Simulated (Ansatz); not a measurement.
## Which is lower?

Two relaxed structures of MgBHClF, closed shell (PBE0-D4/def2-TZVP; forces vanish, vibrations not checked).

A:

```xyz
5
angstrom
F -0.4985 1.0871 1.6418
Mg 0.6488 -1.8524 1.2955
B 0.0853 0.3075 0.7396
Cl 1.2098 -3.9203 1.7733
H 0.2663 0.8462 -0.3291
```

B:

```csv
atom,x (Å),y (Å),z (Å)
F1,-0.8377,1.4743,0.4485
Mg2,1.1685,-1.7786,0.9850
B3,-0.1317,1.0652,-0.5811
Cl4,-0.9541,0.2737,-1.9050
H5,1.0354,1.2903,-0.6423
```

Program: Ansatz 0.2.0. Basis: def2-TZVPP. Cores are frozen in the correlated methods. The outer core shell of Li, Na, Mg and K is correlated. The def2 sets are not built for correlating such inner shells, so the correlated values are less sure here. B3LYP uses VWN-RPA correlation.

Problem. Which structure is lower at CCSD(T), and by how much? (Judge from chemistry; the value comes from the calculation.)

Solution. The calculation gives: A, by 0.256 eV (electronic energy, against the other). By their contacts, A is MgBHClF ([F][BH][Mg][Cl]) and B is a complex of BHClF ([F][BH][Cl]) + Mg.

All methods give the same order:

```tsv
method	E(B) − E(A) (eV)
PBE-D4	0.184
r2SCAN-D4	0.418
PBE0-D4	0.246
B3LYP-D4	0.221
wB97M-V	0.217
HF	0.342
MP2	0.282
CCSD	0.274
CCSD(T)	0.256
```

No T1 diagnostic of these runs exceeds 0.012.

Labels in which every atom is bracketed show which atoms are joined, not bond orders.

For scale, one of the runs: CCSD(T)/def2-TZVPP, 150 basis functions, launched by `ansatz run in.yaml --threads 2 --pin off --events-out ev --progress --plain --max-ram 4352MiB`. The run took 30 s on 2 CPU threads of an Arm Neoverse V2 (shared host), with 1.1 GiB of host memory at its peak.
